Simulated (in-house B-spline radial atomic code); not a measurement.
OLYP excitations of the aluminium ion Al³⁺

Method: OLYP. Computed with an all-electron radial atomic-structure program (B-spline basis): linear response of the closed shell [He] 2s2 2p6 with the functional's adiabatic kernel; scalar-relativistic (spin-free one-electron X2C), finite nucleus, no spin-orbit coupling, no double excitations, S, P, D and F terms only. Only terms of natural parity with L up to 3 were computed.

Command:
```bash
python run_td.py task.json out
```
Settings (radii: box in bohr, nucleus in fm):
```
Z                        13
electrons                10
configuration            [He] 2s2 2p6
hamiltonian              x2c
method                   optx,lyp
box_radius               23.08
rms_radius               3.061
intervals                74
```

Time taken, with all properties: 0.4 s on 1 thread of Arm Neoverse N1 (shared host).

The lowest states, in the order of their Tamm-Dancoff energies; the method's threshold (minus the highest occupied level) is 104.56 eV. Labels give the largest channel, * marks a mixed state, and oscillator strengths are full-response dipole values. Semilocal kernels can invert the small singlet-triplet splittings of Rydberg terms. Energies in eV:

```
     state  full response  Tamm-Dancoff  oscillator strength
2p → 3s 3P          69.67         69.69                    -
2p → 3s 1P          70.57         70.60                0.173
2p → 3p 3S          76.70         76.74                    -
2p → 3p 3D          77.15         77.17                    -
2p → 3p 1D          77.85         77.86                    -
2p → 3p 1S          81.28         81.63                    -
2p → 3d 3P          86.66         86.67                    -
2p → 3d 3F          86.69         86.70                    -
2p → 3d 1F          87.04         87.04                    -
2p → 3d 1P          87.77         87.81                0.571
2p → 4s 3P              ?             ?                    -
2p → 4s 1P          90.86         90.87                0.037
2p → 4p 3S          92.73         92.74                    -
2p → 4p 3D          92.85         92.85                    -
2p → 4p 1D              ?             ?                    -
2p → 4p 1S          93.85         93.94                    -
```

**Question.** Where does 2p → 4p 1D lie?

**Answer.** At 93.00 eV in full response, 93.00 eV in Tamm-Dancoff.

**Question.** Where does 2p → 4s 3P lie?

**Answer.** At 90.66 eV in full response, 90.67 eV in Tamm-Dancoff.

**Question.** How large is the singlet-triplet splitting of 2p → 3s (P terms) in Tamm-Dancoff?

**Answer.** 0.911 eV, from the unrounded values.

**Question.** What polarisabilities and dispersion coefficient does the method give?

**Answer.** Dipole 0.2806 bohr³, quadrupole 0.2414 bohr⁵, C6 0.2613 hartree·bohr⁶ for two such species.
